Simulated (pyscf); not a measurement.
`[Cl][GaH2]` + `[OH][SiH3]` → `[Cl][GaH2]` + `[OH][SiH3]` (four-centre exchange; singlet surface; Ga–H, H–Si broken, Ga–H, H–Si formed). Optimised with ωB97X-D3(BJ)/def2-SVP in PySCF. Energies in eV from the separated reactants.

```tsv
level	barrier	reaction energy
ωB97X-D3(BJ)/def2-TZVP	0.28	0.00
PBE/def2-TZVP	[?]	0.00
B3LYP-D3(BJ)/def2-TZVP	0.48	0.00
PBE0-D3(BJ)/def2-TZVP	0.27	0.00
M06-2X/def2-TZVP	0.41	0.00
HF/def2-TZVP	[?]	0.00
```

Q: Fill in the missing entries.

A: 
- PBE/def2-TZVP, barrier: 0.32
- HF/def2-TZVP, barrier: 1.13

The functionals in the table span 0.21 eV in this barrier, from PBE0-D3(BJ) to B3LYP-D3(BJ). On the reactant side the descent ends in a bound adduct, 0.36 eV under the separated species and 0.64 eV under the saddle at ωB97X-D3(BJ)/def2-TZVP. On the product side the descent ends in a bound adduct (not fully relaxed), 0.47 eV under the separated species and 0.75 eV under the saddle at ωB97X-D3(BJ)/def2-TZVP. At the saddle there is also a short Ga–Si contact that neither side keeps. This is the saddle that the search found; another between the same sides may lie lower. Elements up to Kr have no core potential and no relativistic terms here.
